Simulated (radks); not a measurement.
The numbers below are computed, except where a source is named.
The zirconium ion Zr3+, configuration [Ar] 3d10 4s1.75 4p6 4d1.25 (fractional occupations, a model configuration). Code: a radial shooting solver on a logarithmic mesh with Libxc functionals. Model: scalar-relativistic Kohn-Sham, BLYP, spin-unpolarised, spherical densities, point nucleus.

Local quantities along the radius. ELF = 1/(1 + alpha^2) is the electron localisation function; alpha = (tau - tau_W)/tau_unif compares the Pauli kinetic energy density with that of the uniform gas. tau is taken from the large components.

r (bohr)	ELF	alpha
0.001444	1.000	0.02097
0.001926	1.000	0.02118
0.002569	1.000	0.02200
0.003427	0.999	0.02363
0.004534	0.999	0.02632
0.006047	0.999	0.03089
0.008066	0.999	0.03858
0.01076	0.997	0.05219
0.01435	0.994	0.07815
0.01914	0.983	0.1330
0.02552	0.936	0.2618
0.03404	0.748	0.5804
0.04504	0.418	1.180
0.06008	0.311	1.489
0.08013	0.522	0.9568
0.1069	0.751	0.5757
0.1425	0.729	0.6094
0.1901	0.389	1.252
0.2536	0.316	1.470
0.3382	0.668	0.7043
0.4475	0.777	0.5352
0.5968	0.542	0.9187
0.796	0.192	2.049
1.062	0.579	0.8532
1.416	0.791	0.5142
1.889	0.541	0.9203
2.519	0.105	2.926
3.36	0.008	10.84
4.445	0.001	41.24
5.929	0.000	280.4

On this mesh the ELF has minima near r = 0.060, 0.22, 0.80 bohr, which separate the shells, and maxima near 0.12 (0.78), 0.45 (0.78), 1.4 (0.79).
